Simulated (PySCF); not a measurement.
Species: CH7N3Si.
SMILES with atom numbers: `[H]/[N:1]=[CH:2]\[SiH:3]([NH2:4])[NH2:5]` (hydrogens: H6 on N1; H7 on C2; H8 on Si3; H9, H10 on N4; H11, H12 on N5)

Geometry (PBE0-D3(BJ)/def2-SVP, Å), atoms numbered from 1 in this order:
```xyz
12
CH7N3Si angstrom
N     -2.0852   -0.9724    0.3189
C     -1.1838   -0.9129   -0.5815
Si     0.5252   -0.1214   -0.3176
N      0.7032   -0.1727    1.4050
N      0.6477    1.5317   -0.7958
H     -1.7105   -0.5680    1.1905
H     -1.4585   -1.3157   -1.5773
H      1.5386   -0.8385   -1.1569
H      1.4075    0.4227    1.8278
H      0.6354   -1.0566    1.8985
H     -0.0723    2.2002   -0.5454
H      1.0928    1.7764   -1.6717
```

Computed with PySCF at PBE0/pcSseg-1 and PBE0/def2-SVPD, non-relativistic, on one gas-phase PBE0-D3(BJ)/def2-SVP geometry that isn't relaxed in the solvent. The solvent is an IEF-PCM continuum (Bondi radii, 1.10 Å for H, scaled by 1.2). The model holds no explicit solvent molecules, cavitation or dispersion.

Gas phase at PBE0/pcSseg-1: HOMO -6.68 eV, LUMO -0.66 eV, dipole 2.77 D.

Task: What does the continuum do to the energy, the frontier levels and the dipole at PBE0/pcSseg-1 in chloroform and dimethylsulfoxide?

Result: 
```tsv
solvent	ε	E(solvent) − E(gas) (kcal/mol)	polarisation term (kcal/mol)	distortion of the solute (kcal/mol)	HOMO (eV)	LUMO (eV)	dipole (D)
chloroform	4.711	-6.14	-6.66	0.52	-6.80	-0.74	3.23
dimethylsulfoxide	46.83	-8.53	-9.52	0.99	-6.84	-0.78	3.39
```

Polarisation term: ½ Σ q·V over the induced surface charges. Distortion: the rise of the solute's own energy as its density leaves the gas-phase optimum. From chloroform to dimethylsulfoxide the lowering changes by a factor 1.39, Onsager's factor (ε − 1)/(2ε + 1) by 1.36 and ε itself by 9.9.

Task: Which radius a makes the point-dipole formula ΔE = −[(ε − 1)/(2ε + 1)]·μ²/a³ give the value in dimethylsulfoxide, with the gas-phase dipole?

Result: μ = 1.088 au and |ΔE| = 0.01360 Eh give a = 1.84 Å; the farthest nucleus lies 2.67 Å from the centroid of the nuclei, so such a sphere wouldn't even hold the nuclei. The formula assumes a rigid point dipole at the centre of a sphere.

Task: Give the dipole vector in the frame of the coordinates (D, pointing from negative to positive charge), gas and dimethylsulfoxide.

Result: Gas (2.43, 1.32, -0.03), solvent (3.01, 1.54, -0.17). Its length changes by +22 % and its direction by 3°.

Task: Which Hirshfeld charges (PBE0/pcSseg-1) respond most in chloroform (means over atoms taken as equivalent)?

Result: 
```tsv
atoms	environment	gas (e)	solvent (e)	change
N1	C=N nitrogen	-0.225	-0.255	-0.030
H9/H10/H11/H12	N–H hydrogen	+0.119	+0.125	+0.006
C2	C=N carbon	-0.059	-0.054	+0.005
H7	hydrogen on a C=N carbon	+0.036	+0.040	+0.004
Si3	SiH silicon	+0.408	+0.410	+0.002
N4/N5	silicon-bound nitrogen	-0.313	-0.315	-0.002
H8	Si–H hydrogen	-0.097	-0.099	-0.002
H6	N–H hydrogen	+0.087	+0.088	+0.001
```

Task: Which Mayer bond orders change most in chloroform?

Result: 
| bond | length (Å) | gas | solvent | change |
| --- | --- | --- | --- | --- |
| Si3–N5 | 1.725 | 1.061 | 1.076 | +0.015 |
| Si3–N4 | 1.732 | 1.016 | 1.030 | +0.014 |
| C2–Si3 | 1.902 | 0.823 | 0.816 | -0.007 |
| N1–C2 | 1.275 | 1.972 | 1.965 | -0.007 |
| N5–H12 | 1.013 | 0.943 | 0.936 | -0.007 |
| N4–H9 | 1.015 | 0.947 | 0.941 | -0.006 |
| N4–H10 | 1.015 | 0.941 | 0.935 | -0.006 |
| N5–H11 | 1.014 | 0.941 | 0.935 | -0.006 |

Gas phase at PBE0/def2-SVPD: HOMO -6.80 eV, LUMO -0.86 eV, dipole 2.67 D.

Task: What does the continuum do to the energy, the frontier levels and the dipole at PBE0/def2-SVPD in chloroform?

Result: 
```tsv
solvent	ε	E(solvent) − E(gas) (kcal/mol)	polarisation term (kcal/mol)	distortion of the solute (kcal/mol)	HOMO (eV)	LUMO (eV)	dipole (D)
chloroform	4.711	-5.92	-6.54	0.62	-6.91	-0.92	3.20
```

Task: How does the static polarisability (PBE0/def2-SVPD, frozen core, with the continuum's full static response) change?

Result: 
| medium | isotropic (au) | principal values (au) | ⟨r²⟩ of the electrons (bohr²) |
| --- | --- | --- | --- |
| gas | 62.8 | 54.0, 62.5, 71.8 | 578.5 |
| chloroform | 77.4 | 65.8, 76.8, 89.7 | 578.8 |

The isotropic value in chloroform is 1.23 times the gas-phase one; no cavity-field correction is applied. ⟨r²⟩ is taken about the centre of nuclear charge.

Time: 15 s wall; peak memory 0.71 GiB. Hardware: Arm Neoverse N1, one thread, no GPU, shared host with 64 logical CPUs at a one-minute load of 54. This is the whole shielding run at PBE0/pcSseg-1 in dimethylsulfoxide, SCF included.
